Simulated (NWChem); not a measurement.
System: C$_{5}$H$_{5}$F; SMILES FC1=CCC=C1

NWChem input:

```
start job
memory heap 200 mb stack 900 mb global 1100 mb
geometry units angstroms noautosym nocenter noautoz
  F      0.019646    -2.064338     0.000000
  C     -0.037257    -0.740915     0.000000
  C     -1.148683     0.019423     0.000000
  C     -0.703108     1.446320     0.000000
  C      0.793098     1.368257     0.000000
  C      1.172646     0.074527     0.000000
  H     -2.179722    -0.330047     0.000000
  H     -1.075462     2.001412     0.881517
  H     -1.075462     2.001412    -0.881517
  H      1.450118     2.238822     0.000000
  H      2.186176    -0.328188     0.000000
end
basis spherical
  * library 6-31g*
end
dft
  xc b3lyp
  iterations 150
end
cosmo
  do_cosmo_smd true
  solvent thf
end
task dft energy
```

Output (shortened):

```
             Northwest Computational Chemistry Package (NWChem) 7.3.0
             --------------------------------------------------------

                             Geometry "geometry" -> ""
                             -------------------------

 Output coordinates in angstroms (scale by  1.889725989 to convert to a.u.)

  No.       Tag          Charge          X              Y              Z
 ---- ---------------- ---------- -------------- -------------- --------------
    1 F                    9.0000     0.01964600    -2.06433800     0.00000000
    2 C                    6.0000    -0.03725700    -0.74091500     0.00000000
    3 C                    6.0000    -1.14868300     0.01942300     0.00000000
    4 C                    6.0000    -0.70310800     1.44632000     0.00000000
    5 C                    6.0000     0.79309800     1.36825700     0.00000000
    6 C                    6.0000     1.17264600     0.07452700     0.00000000
    7 H                    1.0000    -2.17972200    -0.33004700     0.00000000
    8 H                    1.0000    -1.07546200     2.00141200     0.88151700
    9 H                    1.0000    -1.07546200     2.00141200    -0.88151700
   10 H                    1.0000     1.45011800     2.23882200     0.00000000
   11 H                    1.0000     2.18617600    -0.32818800     0.00000000

 Effective nuclear repulsion energy (a.u.)     216.4608864716

                                 NWChem DFT Module
                                 -----------------

 Summary of "ao basis" -> "ao basis" (spherical)
 ------------------------------------------------------------------------------
       Tag                 Description            Shells   Functions and Types
 ---------------- ------------------------------  ------  ---------------------
 F                           6-31g*                  6       14   3s2p1d
 C                           6-31g*                  6       14   3s2p1d
 H                           6-31g*                  2        2   2s

 in cosmo_initialize ...
 calling solv_data for solv:thf

 solvent parameters
 solvname_short: thf
 solvname_long:  tetrahydrofuran
 dielec:        7.4257
 dielecinf:     1.9740
 nonaqueous SMD model solvent descriptors
 dielec:        7.4257
 sola:          0.0000
 solb:          0.4800
 solc:          0.0000
 solg:         39.4400
 solh:          0.0000
 soln:          1.4050

          ---------------
          -cosmo- solvent
          ---------------
 Cosmo: York-Karplus, doi: 10.1021/jp992097l
 dielectric constant -eps-     =   7.43
 screen = (eps-1)/(eps    )    =   0.86533
 surface charge correction     = lagrangian

   van der Waals surface
 --------------------------

[...]

                                COSMO-SMD solvation results
                                ---------------------------

             internal energy in gas <Psi(g)|H|Psi(g)> =      -293.328262060416
         internal energy in solvent <Psi(s)|H|Psi(s)> =      -293.327678458345
                               delta internal energy  =         0.000583602071 (    0.37 kcal/mol)
   total free energy in solvent <Psi(s)|H+V/2|Psi(s)> =      -293.332542183409
 polarization energy contribution <Psi(s)|V/2|Psi(s)> =        -0.004863725064 (   -3.05 kcal/mol)
    total free energy in solvent including G(SMD-CDS) =      -293.334364724081
                       G(SMD-CDS) energy contribution =        -0.001822540672 (   -1.14 kcal/mol)
     1 M fixed-concentration free energy of solvation =        -0.006102663666 (   -3.83 kcal/mol)

                       DFT Final Molecular Orbital Analysis
                       ------------------------------------

 Vector   20  Occ=2.000000D+00  E=-3.450469D-01
              MO Center=  9.9D-02, -3.2D-01, -5.0D-11, r^2= 3.3D+00
   Bfn.  Coefficient  Atom+Function         Bfn.  Coefficient  Atom+Function
  ----- ------------  ---------------      ----- ------------  ---------------
     3      0.390941   1 F  px               17     -0.305155   2 C  px
     7      0.271596   1 F  px               32     -0.254165   3 C  py
    74      0.202726   6 C  py               73      0.181972   6 C  px
    60     -0.169398   5 C  py               46      0.168057   4 C  py
    91     -0.133525  10 H  s                92     -0.130011  10 H  s

 Vector   21  Occ=2.000000D+00  E=-2.920911D-01
              MO Center=  3.1D-01,  2.1D-01,  1.8D-09, r^2= 3.0D+00
   Bfn.  Coefficient  Atom+Function         Bfn.  Coefficient  Atom+Function
  ----- ------------  ---------------      ----- ------------  ---------------
    75      0.345669   6 C  pz               19      0.251811   2 C  pz
    79      0.245805   6 C  pz                5     -0.235177   1 F  pz
    61      0.211408   5 C  pz                9     -0.181356   1 F  pz
    47     -0.179632   4 C  pz               88     -0.151255   8 H  s
    90      0.151255   9 H  s                65      0.138548   5 C  pz

 Vector   22  Occ=2.000000D+00  E=-2.186235D-01
              MO Center= -1.4D-01,  2.0D-01, -1.9D-10, r^2= 2.6D+00
   Bfn.  Coefficient  Atom+Function         Bfn.  Coefficient  Atom+Function
  ----- ------------  ---------------      ----- ------------  ---------------
    33      0.380470   3 C  pz               37      0.317099   3 C  pz
    61     -0.314503   5 C  pz               19      0.265107   2 C  pz
    65     -0.252254   5 C  pz               75     -0.198485   6 C  pz
     5     -0.162530   1 F  pz               23      0.154255   2 C  pz
    79     -0.144820   6 C  pz                9     -0.130844   1 F  pz

 Vector   23  Occ=0.000000D+00  E=-1.588277D-02
              MO Center=  1.2D-01,  5.9D-01, -1.6D-09, r^2= 3.1D+00
   Bfn.  Coefficient  Atom+Function         Bfn.  Coefficient  Atom+Function
  ----- ------------  ---------------      ----- ------------  ---------------
    65      0.473006   5 C  pz               37      0.372219   3 C  pz
    61      0.372130   5 C  pz               79     -0.355066   6 C  pz
    33      0.302730   3 C  pz               88     -0.273550   8 H  s
    90      0.273550   9 H  s                75     -0.263740   6 C  pz
    19     -0.235508   2 C  pz               23     -0.225267   2 C  pz

 Vector   24  Occ=0.000000D+00  E= 9.134407D-02
              MO Center=  2.0D-01, -9.6D-02, -5.5D-10, r^2= 2.7D+00
   Bfn.  Coefficient  Atom+Function         Bfn.  Coefficient  Atom+Function
  ----- ------------  ---------------      ----- ------------  ---------------
    23      0.620196   2 C  pz               79     -0.604667   6 C  pz
    19      0.476293   2 C  pz               37     -0.462319   3 C  pz
    65      0.398906   5 C  pz               75     -0.358901   6 C  pz
    33     -0.262669   3 C  pz               61      0.209443   5 C  pz
     9     -0.172080   1 F  pz                5     -0.161644   1 F  pz

 Vector   25  Occ=0.000000D+00  E= 1.104958D-01
              MO Center= -1.4D-02,  8.5D-01,  7.5D-09, r^2= 6.6D+00
   Bfn.  Coefficient  Atom+Function         Bfn.  Coefficient  Atom+Function
  ----- ------------  ---------------      ----- ------------  ---------------
    48      1.341781   4 C  s                92     -0.901160  10 H  s
    86     -0.798853   7 H  s                94     -0.769977  11 H  s
    88     -0.720917   8 H  s                90     -0.720917   9 H  s
    62      0.655113   5 C  s                76      0.478793   6 C  s
    35     -0.393239   3 C  px               63      0.340360   5 C  px

     Multipole analysis of the density
     ---------------------------------

     L   x y z        total         alpha         beta         nuclear
     -   - - -        -----         -----         ----         -------
     0   0 0 0     -0.000000    -22.000000    -22.000000     44.000000

     1   1 0 0     -0.042148      0.033125      0.033125     -0.108398
     1   0 1 0      0.831954      0.406490      0.406490      0.018975
     1   0 0 1     -0.000000     -0.000000     -0.000000      0.000000

     2   2 0 0    -22.522650    -77.086850    -77.086850    131.651051
     2   1 1 0     -0.511713      0.558024      0.558024     -1.627760
     2   1 0 1     -0.000000     -0.000000     -0.000000      0.000000
     2   0 2 0    -24.771078   -152.919091   -152.919091    281.067104
     2   0 1 1      0.000000      0.000000      0.000000      0.000000
     2   0 0 2    -26.328887    -15.939418    -15.939418      5.549950
```

Level: B3LYP/6-31G* (spherical d), SMD on the gas-phase geometry. The geometry was optimised at PBE0/def2-SVP. B3LYP is NWChem's, with the RPA form of VWN correlation. Solvent: tetrahydrofuran.
